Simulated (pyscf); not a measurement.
**`[SiH2][NH][SiH3]`, doublet**

Gas-phase minimum from PySCF at ωB97X-D3(BJ)/def2-SVP, one conformer. Other isomers of •H₂Si–NH–SiH₃ were not searched in full and may lie lower. 

```
N
H 1 1.0180
Si 1 1.7442 2 115.45
Si 1 1.7459 2 116.33 3 -169.19
H 4 1.4888 1 107.03 2 -176.77
H 4 1.4928 5 110.00 1 -120.32
H 4 1.4944 5 108.99 6 -117.59
H 3 1.4973 1 107.61 2 161.08
H 3 1.5008 8 110.43 1 118.93
```
Charge 0, spin multiplicity 2.

Properties at ωB97X-D3(BJ)/def2-SVP:

```
Quantity                                                                                                                                                                                                                             Value
---------------------------------------------------------------------------------------------------------------------  -------------------------------------------------------------------------------------------------------------------
Harmonic wavenumbers, unscaled                                                                                         58, 113, 214, 410, 618, 659, 727, 775, 836, 909, 945, 949, 976, 1011, 1204, 2179, 2213, 2236, 2252, 2277, 3623 cm⁻¹
Zero-point energy                                                                                                                                                                                                            36.0 kcal/mol
Rotational symmetry number                                                                                                                                                                                                               1
Entropy of this conformer at 298 K and 1 atm, rigid rotor and harmonic oscillator, modes under 100 cm⁻¹ raised to 100                                                                                                      320.7 J/(mol K)
Dipole moment                                                                                                                                                                                                                       1.01 D
Spin expectation value S2                                                                                                                                                                                                            0.752
```

Single-point totals, which compare only within one level (frozen core for MP2 and CC):

| level | total energy (hartree) |
|---|---|
| ωB97X-D3(BJ)/def2-TZVP | -637.44662 |
| PBE/def2-TZVP | -636.99211 |
| r²SCAN/def2-TZVP | -637.28705 |
| B3LYP-D3(BJ)/def2-TZVP | -637.43553 |
| PBE0-D3(BJ)/def2-TZVP | -637.06434 |
| M06-2X/def2-TZVP | -637.30065 |
| ωB97M-D3(BJ)/def2-TZVP | -637.46678 |
| UHF/def2-TZVPP | -635.85983 |
| MP2/def2-TZVPP | -636.30642 |
| CCSD/def2-TZVPP | -636.35191 |
| CCSD(T)/def2-TZVPP | -636.36952 |

Soft torsions are taken as harmonic, which can shift the entropy by several J/(mol K). The CCSD(T) − MP2 part came from Ansatz, without density fitting, on the same reference.
